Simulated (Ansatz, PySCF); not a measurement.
Spin states of CoHO (SMILES [OH][Co]), each relaxed with B3LYP-D3(BJ)/def2-TZVP.
State 1 (charge 0, multiplicity 3):
```xyz
3

Co    -0.8925    -0.6502    -0.7827
O      0.4251    -0.1293     0.2874
H      0.4342     0.8269     0.4250
```
State 2 (charge 0, multiplicity 5):
```tsv
atom	x (Å)	y (Å)	z (Å)
Co	-0.9214	-0.7152	-0.8135
O	0.3857	-0.0845	0.2636
H	0.5025	0.8471	0.4796
```

| level | energy of the multiplicity-5 state less that of the multiplicity-3 state (kcal/mol) | cost |
|---|---|---|
| SVWN5/def2-TZVPP | 18.17 | ×0.5 |
| PBE/def2-TZVPP | 13.99 | ×1 |
| PBE-D3(BJ)/def2-TZVPP | 13.98 | ×1 |
| PBE-D4/def2-TZVPP | 13.98 | ×1 |
| BLYP/def2-TZVPP | 16.35 | ×0.8 |
| BLYP-D3(BJ)/def2-TZVPP | 16.34 | ×0.8 |
| BLYP-D4/def2-TZVPP | 16.34 | ×0.8 |
| r2SCAN/def2-TZVPP | 7.63 | ×0.9 |
| r2SCAN-D3(BJ)/def2-TZVPP | 7.63 | ×0.9 |
| r2SCAN-D4/def2-TZVPP | 7.63 | ×0.9 |
| B97M-V/def2-TZVPP | 6.49 | ×2 |
| r2SCANh/def2-TZVPP | 5.05 | ×2 |
| B3LYP/def2-TZVPP | 10.12 | ×0.7 |
| B3LYP-D3(BJ)/def2-TZVPP | 10.11 | ×0.7 |
| B3LYP-D4/def2-TZVPP | 10.11 | ×0.7 |
| PBE0/def2-TZVPP | 5.19 | ×1 |
| PBE0-D3(BJ)/def2-TZVPP | 5.18 | ×1 |
| PBE0-D4/def2-TZVPP | 5.18 | ×1 |
| CAM-B3LYP/def2-TZVPP | 9.47 | ×1 |
| CAM-B3LYP-D3(BJ)/def2-TZVPP | 9.47 | ×1 |
| CAM-B3LYP-D4/def2-TZVPP | 9.47 | ×1 |
| wB97X-V/def2-TZVPP | 11.36 | ×2 |
| wB97M-V/def2-TZVPP | 11.10 | ×1 |

The rows run from 5.05 (r2SCANh/def2-TZVPP) to 18.17 kcal/mol (SVWN5/def2-TZVPP). The dispersion term adds 0.00 in PBE-D3(BJ), -0.01 in PBE-D4, -0.01 in BLYP-D3(BJ). The 11 functionals in def2-TZVPP without D3 or D4 span 13.12, from r2SCANh to SVWN5.

Singlets are restricted, other states unrestricted; no spin–orbit coupling, no relativity up to Kr; see below for the cores. The largest T1 diagnostic is 0.045.

Doubts at one or more of the structures used: a spin-contaminated determinant (r2SCAN/def2-TZVPP, r2SCAN-D3(BJ)/def2-TZVPP, r2SCAN-D4/def2-TZVPP, B97M-V/def2-TZVPP, r2SCANh/def2-TZVPP, B3LYP/def2-TZVPP, B3LYP-D3(BJ)/def2-TZVPP, B3LYP-D4/def2-TZVPP, PBE0/def2-TZVPP, PBE0-D3(BJ)/def2-TZVPP, PBE0-D4/def2-TZVPP, CAM-B3LYP/def2-TZVPP, CAM-B3LYP-D3(BJ)/def2-TZVPP, CAM-B3LYP-D4/def2-TZVPP, wB97X-V/def2-TZVPP, wB97M-V/def2-TZVPP).

Run with Ansatz (Gaussian basis) for Hartree–Fock, density functionals and correlated methods; PySCF for the dispersion terms. Each number belongs to the level named beside it.

Costs are rough ratios of core time to PBE/def2-TZVPP (about 70 s over the structures, on one shared machine); a dash marks a level with no comparable run of its own.

Ansatz is a first-principles code.
